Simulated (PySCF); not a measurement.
Gas-phase reaction: 2 GeH3 = 2 GeH2 + H2

Energies from PySCF (xtb for GFN2), thermal terms from the rigid-rotor harmonic-oscillator model, ideal gas at 1 bar. † marks an energy on the PBE0/def2-TZVP geometry and frequencies; other levels use their own. CCSD(T) freezes the core. 6-31G* has spherical d functions here. Open shells (unrestricted): GeH3 (multiplicity 2); the rest are closed-shell singlets. GFN2 has no spin-polarisation term. B3LYP is the form with VWN-RPA correlation. Ge: all electrons, no relativistic terms. GeH3, GeH2: computed as isolated molecules; such fragments, hydroxides, amides, oligomers or adducts are transient or little studied in the gas. CCSD(T) isn't extrapolated to the basis-set limit; its ΔH°(298 K) is 83.5 kJ in def2-SVP and 79.5 kJ in def2-TZVPP. The harmonic model lacks anharmonicity and excited electronic states, which grow with temperature; levels with a mode under 35 cm⁻¹ are left out.

| level | ΔE electronic, kJ | ΔH°(298 K), kJ | ΔS°(298 K), J/K | ΔG°(600 K), kJ |
|---|---|---|---|---|
| B3LYP/6-31G* | 56 | 43 | 112 | -25 |
| BLYP/def2-TZVP† | 41 | 27 | 112 | -42 |
| CCSD(T)/def2-SVP† | 98 | 84 | 112 | 15 |
| GFN2-xTB | -117 | -129 | 113 | -198 |
| PBE/def2-SVP | 94 | 81 | 112 | 13 |
| PBE0/def2-QZVP† | 107 | 93 | 112 | 25 |
| PBE0/def2-TZVP | 105 | 91 | 112 | 23 |
ΔH° is lowest at GFN2-xTB and highest at PBE0/def2-QZVP†. No reference value is set beside these.
